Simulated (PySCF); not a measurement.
Compound: C₅H₁₂O₃Si₂.
Geometry (GFN2-xTB, Å), atoms numbered from 1 in this order:
```xyz
22
C5H12O3Si2 angstrom
C     -2.547   -0.155   -0.577
C     -1.248    0.065    0.182
C     -1.504    0.815    1.493
C     -0.534   -1.194    0.459
O      0.528   -1.255    1.044
Si     0.073    1.091   -0.832
Si     2.082    0.787    0.284
C      2.742   -0.891   -0.354
O      2.355   -1.425   -1.367
O      3.686   -1.425    0.417
H     -2.369   -0.702   -1.501
H     -3.261   -0.719    0.025
H     -3.000    0.800   -0.831
H     -2.250    0.286    2.087
H     -1.876    1.817    1.295
H     -0.592    0.888    2.080
H     -0.994   -2.117    0.061
H     -0.020    0.599   -2.213
H     -0.495    2.450   -0.859
H      3.062    1.771   -0.222
H      2.184    0.826    1.741
H      3.967   -2.293    0.078
```

Mayer bond orders were computed from the PBE0/pcSseg-1 density (PySCF). Geometry: GFN2-xTB, one conformer, isolated molecule.

Question: Rank these bonds by Mayer order, highest first.
A. C1–C2
B. Si7–C8
C. Si6–Si7
D. C8–O10
E. C4–O5

Answer: E (1.88), D (1.13), A (1.02), C (0.89), B (0.77).

Q: Set the orders of all bonds between heavy atoms beside their lengths and the difference of the Mulliken charges at their ends.

A: 
| bond | Mayer order | length (Å) | q(first) − q(second) (e) |
| --- | --- | --- | --- |
| C4–O5 | 1.877 | 1.214 | +0.809 |
| C8–O9 | 1.873 | 1.209 | +0.681 |
| C8–O10 | 1.127 | 1.331 | +0.617 |
| C1–C2 | 1.016 | 1.521 | +0.662 |
| C2–C3 | 1.003 | 1.532 | -0.673 |
| C2–C4 | 0.936 | 1.474 | -1.219 |
| Si6–Si7 | 0.893 | 2.319 | +0.021 |
| C2–Si6 | 0.788 | 1.956 | -1.193 |
| Si7–C8 | 0.772 | 1.913 | +0.090 |

Mayer orders depend on the basis set.
